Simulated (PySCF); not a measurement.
Species: C6H14N (doublet state).
Z-matrix (Å and degrees, GFN2-xTB geometry), rows numbered from 1:
```
C 
C   1  1.4704
C   2  1.5417  1  110.99
C   3  1.5226  2  111.88  1   -67.23
C   2  1.5585  1  111.31  3   120.96
C   5  1.5321  2  110.11  1    55.75
N   5  1.4522  2  109.19  1  -179.52
H   1  1.0720  2  122.01  3   127.57
H   1  1.0734  2  119.61  3   -52.87
H   2  1.0952  1  109.92  3  -120.33
H   3  1.0901  2  108.18  1   171.20
H   3  1.0914  2  108.71  1    54.05
H   4  1.0879  3  110.52  2    59.13
H   4  1.0878  3  110.65  2   -60.85
H   4  1.0876  3  110.35  2   179.27
H   5  1.0958  2  108.07  1   -63.39
H   6  1.0892  5  110.24  2    60.92
H   6  1.0892  5  110.52  2  -179.10
H   6  1.0872  5  110.10  2   -58.74
H   7  1.0138  5  110.39  2   173.74
H   7  1.0152  5  109.94  2   -67.38
```

The hyperfine couplings belong to this conformer and change with its torsions.

Identity: `[C@H](C)(N)[C@@H]([CH2])CC` [radical].

Computed, not measured: UKS B3LYP, pcH-1 on C H N, non-relativistic, mean-field spin-orbit, GIAO (PySCF). One conformer (not necessarily the lowest) at the GFN2-xTB geometry, without solvent, vibrations or thermal averaging. The geometry wasn't refined by DFT: couplings that depend on bond lengths, twists or pyramidal angles can differ widely from those at the functional's own minimum. Stability of the SCF solution: not tested.

(1) What is the g tensor, term by term?

(2) What effective moment and Curie constant follow for a powder?

(3) At 9.738 GHz, how far is the centre of the isotropic spectrum from where a free electron (g = 2.002319) resonates?

(4) In a frozen sample, at which fields do the three g values resonate at 9.5, 34, 94 and 263 GHz (hyperfine left aside), and which band first spreads them over more than twice a line width of 0.3 mT?

Results:

(1) 
| Δg (ppm) | 1 | 2 | 3 |
| --- | --- | --- | --- |
| relativistic mass correction | -147 | -147 | -147 |
| gauge correction | 10 | 41 | 22 |
| orbital Zeeman/spin–orbit | -30 | 506 | 846 |
| total | -166 | 400 | 721 |

So g = 2.00215, 2.00272, 2.00304 and g_iso = 2.00264; the tensor is rhombic: the two nearest values differ by 36 % of g3 − g1. Axes: g2 points within 14° of the C1–C2 bond.

(2) With the mean of g² = 4.0106 and S(S+1) = 0.75: μ_eff = √(⟨g²⟩S(S+1)) = 1.734 μB and χT = 0.12505·⟨g²⟩·S(S+1) = 0.376 cm³ K/mol (cgs; spin-Hamiltonian part alone).

(3) B = hν/(g μB) with μB/h = 13.99624 MHz/mT gives 347.48 mT for the free electron and 347.42 mT at g_iso, 0.06 mT lower.

(4) 
```json
{"band": "X", "GHz": "9.5", "B(g3) mT": "338.86", "B(g2) mT": "338.92", "B(g1) mT": "339.01", "spread mT": "0.15"}
{"band": "Q", "GHz": "34.0", "B(g3) mT": "1212.77", "B(g2) mT": "1212.96", "B(g1) mT": "1213.31", "spread mT": "0.54"}
{"band": "W", "GHz": "94.0", "B(g3) mT": "3352.95", "B(g2) mT": "3353.48", "B(g1) mT": "3354.43", "spread mT": "1.49"}
{"band": "J", "GHz": "263.0", "B(g3) mT": "9381.11", "B(g2) mT": "9382.62", "B(g1) mT": "9385.27", "spread mT": "4.16"}
```

The spread grows in proportion to the frequency. W band is the first where it exceeds 0.6 mT.

The largest Mulliken spin populations are on C1 (+1.08) and C2 (-0.09). C1 is the only atom above +0.15. The positive populations add up to 1.19 and the negative ones to -0.19, together 2S = 1. The angles at C1 add up to 360.0°, so it is planar; its axial dipolar tensor and the negative couplings of its protons fit spin in a p orbital normal to that plane.

The HOMO–LUMO gaps are 6.63 eV among the α and 4.92 eV among the β orbitals.

On one thread, Arm Neoverse V2 (aarch64), on a shared host, this took 92 s of wall time (with the writing of density and orbital grids) and 0.97 GiB of memory at its peak.
